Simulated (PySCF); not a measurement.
## How methods differ on the ionisation energy of Sc

Sc [Ar] 3d1 4s2 (2D) → Sc⁺ [Ar] 3d1 4s1 (3D), as a difference of total energies. Calculation: PySCF 2.14, in aug-cc-pVDZ-DK; scalar relativity by spin-free X2C-1e. Correlated levels: valence: [Ar] frozen. The calculations carry no spin-orbit coupling.

| method | ionisation energy (eV) | error (eV) |
| --- | --- | --- |
| UHF | 5.396 | -1.166 |
| B3LYP | 6.593 | +0.031 |
| MN15 | 6.760 | +0.198 |
| MP2 (valence) | 6.056 | -0.506 |
| SCS-MP2 (valence) | 6.188 | -0.374 |

Reference: 6.562 eV (measured; NIST levels, between the centres of gravity of the two terms).

Errors of the correlated levels include the incompleteness of this basis and the frozen core.

MP2 underrates the near-degeneracy of ns² with np² in the lower species.
